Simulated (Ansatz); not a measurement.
Ge(SiH3)4 (Si4GeH12). The state is a singlet with charge 0. Geometry r2SCAN-D4/def2-SVP; atoms count from 1.

```xyz
17

Ge    0.0024    0.0051    0.0066
Si    0.5557    2.1591   -0.8483
H     1.4825    2.8663    0.0866
H    -0.6803    2.9825   -1.0148
H     1.2248    2.0230   -2.1779
Si    1.9975   -1.2012    0.4969
H     2.8535   -1.3042   -0.7238
H     1.6563   -2.5796    0.9629
H     2.7724   -0.5083    1.5705
Si   -1.2532   -1.1818   -1.6345
H    -2.5327   -0.4649   -1.9218
H    -1.5720   -2.5587   -1.1487
H    -0.4671   -1.2887   -2.9012
Si   -1.2981    0.2274    1.9906
H    -0.6124    1.1322    2.9624
H    -1.4904   -1.1088    2.6319
H    -2.6387    0.8006    1.6626
```

Q: Estimate the Mulliken populations from the PBE0/def2-TZVP orbitals of Ansatz.

A: 
```tsv
atom	charge (e)
Ge1	0.05
Si2	0.00
H3	0.00
H4	0.00
H5	0.00
Si6	0.00
H7	0.00
H8	0.00
H9	0.00
Si10	-0.01
H11	0.00
H12	0.00
H13	0.00
Si14	0.00
H15	0.00
H16	0.00
H17	0.00
```
Mulliken values depend strongly on the basis.

Q: And the Mayer bond orders between heavy atoms (over 0.3)?

A: Ge1–Si2 0.94 (2.38 Å); Ge1–Si6 0.94 (2.38 Å); Ge1–Si10 0.94 (2.38 Å); Ge1–Si14 0.94 (2.38 Å).
